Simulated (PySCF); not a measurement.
## Chromium: a sound run and one with changed settings

Sound run: Cr(2+) [Ar] 3d4, Cr(3+) [Ar] 3d3. All numbers are calculated (PySCF 2.14, scalar relativity by spin-free X2C-1e, in x2c-SVPall). In the sound run the correlated levels freeze [Ar]. The sound run starts from symmetry-adapted Hartree-Fock orbitals and uses a fine grid where one is needed.

Changed run: no relativity, point nucleus. This setting is unsound on purpose.

```tsv
species	method	sound run (hartree)	changed run (hartree)	converged
Cr(2+)	UHF	-1048.70654	-1040.79862	yes
Cr(2+)	LDA	-1047.36968	-1039.46361	yes
Cr(2+)	MN15	-1050.20358	-1042.29852	yes
Cr(2+)	MP2	-1048.72788	-1040.81993	yes
Cr(3+)	UHF	-1047.59774	-1039.68805	yes
Cr(3+)	LDA	-1046.17706	-1038.26890	yes
Cr(3+)	MN15	-1049.01659	-1041.10920	yes
Cr(3+)	MP2	-1047.60483	-1039.69514	yes
```

Ionisation energy of Cr(2+):

| method | sound run (eV) | changed run (eV) |
| --- | --- | --- |
| UHF | 30.172 | 30.220 |
| LDA | 32.453 | 32.510 |
| MN15 | 32.299 | 32.363 |
| MP2 | 30.560 | 30.607 |
| SCS-MP2 | 30.301 | 30.349 |

Most of the change in total energy is the relativistic energy itself. On top of that the contraction fixes the core shape for the Hamiltonian it was made with, so the changed run is not a good calculation with the other Hamiltonian either.

For comparison, NIST gives 30.959 ± 0.025 eV between the lowest levels.
